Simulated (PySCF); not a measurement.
PySCF input for C2H6ClFSi2, SMILES F[SiH2]/C=C(/[SiH3])Cl, SMD-PBE0/6-31G*. Geometry: B3LYP-D3(BJ)/def2-SVP. The structure was generated by enumeration; whether it is a known compound was not checked. One conformer was computed; it need not be the lowest.

```python
import numpy as np
from pyscf import gto, scf, dft
from pyscf.solvent import smd

mol = gto.M(
    atom='''
    F    -0.93484352   -3.19163147   -0.00000000
    Si    0.20366431   -2.02203289   -0.00000000
    C    -0.72021918   -0.39329461    0.00000001
    C    -0.13775698    0.81383224    0.00000000
    Si   -0.98354434    2.50057604   -0.00000000
    Cl    1.63782232    0.91086410    0.00000000
    H     1.02607202   -2.18213919    1.22593023
    H     1.02607202   -2.18213919   -1.22593024
    H    -1.81795196   -0.41274717    0.00000001
    H    -0.57051982    3.25734893    1.21352047
    H    -2.45636281    2.27949129    0.00000000
    H    -0.57051982    3.25734893   -1.21352047
    ''',
    basis='6-31G*',
    charge=0,
    spin=0,
    max_memory=1600,
    verbose=3,
)
mf = dft.RKS(mol, xc='pbe0').density_fit(auxbasis='def2-universal-jkfit')
mf.grids.level = 3
mf.conv_tol = 1e-9
mf.max_cycle = 100
mf.kernel()
res = {}
for name in ['water', 'tetrahydrofuran', '1-octanol']:
    s = mf.SMD()
    s.with_solvent.solvent, s.with_solvent.sasa_ng = name, 194
    s.kernel(mf.make_rdm1())
    res[name] = (s.e_tot, s.with_solvent.get_cds(), s.dip_moment(), s.mo_energy, s.converged)
    print(f'SMD {name}: dG(solv) = {(s.e_tot - mf.e_tot) * 627.509474:.3f} kcal/mol, of which CDS {res[name][1] * 627.509474:.3f}')
```

Log of the run:

```
converged SCF energy = -1218.22681421283
converged SCF energy = -1218.22301648858
Dipole moment(X, Y, Z, Debye): -1.10010,  1.36411,  0.00000
SMD water: dG(solv) = 2.383 kcal/mol, of which CDS 4.919
converged SCF energy = -1218.22998479398
Dipole moment(X, Y, Z, Debye): -1.00490,  1.36196,  0.00000
SMD tetrahydrofuran: dG(solv) = -1.990 kcal/mol, of which CDS 0.085
converged SCF energy = -1218.22994994545
Dipole moment(X, Y, Z, Debye): -1.02861,  1.36324,  0.00000
SMD 1-octanol: dG(solv) = -1.968 kcal/mol, of which CDS 0.226
```

The run converged.
